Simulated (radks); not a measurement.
Problem. F2+, 7 electrons, occupied as [He] 2s2 2p2 3p1 (not the ground configuration). All-electron calculation, non-relativistic Kohn-Sham, MS2 meta-GGA, spin-polarised, spherical densities, point nucleus; open shells are filled with parallel spins first; meta-GGA in the generalised Kohn-Sham scheme. Program: a radial shooting solver on a logarithmic mesh with Libxc functionals. Some entries of the table are withheld. Estimate them.

orbital,occ.,eigenvalue (hartree),<1/r> (bohr^-1),<r^2> (bohr^2)
1s up,1,-26.98873,8.624,0.04183
1s down,1,-26.89140,8.643,0.04152
2s up,1,-3.11455,1.672,(1)
2s down,1,-2.85438,1.621,(2)
2p up,2,-2.38384,1.566,0.8475
2p down,0,-2.13837,1.519,0.9199
3s up,0,-0.74745,0.4995,8.240
3p up,1,-0.59851,0.4533,9.784
3d up,0,-0.41758,0.3769,11.66

Solution. 
(1) 2s up <r^2> (bohr^2): 0.8935
(2) 2s down <r^2> (bohr^2): 0.9454
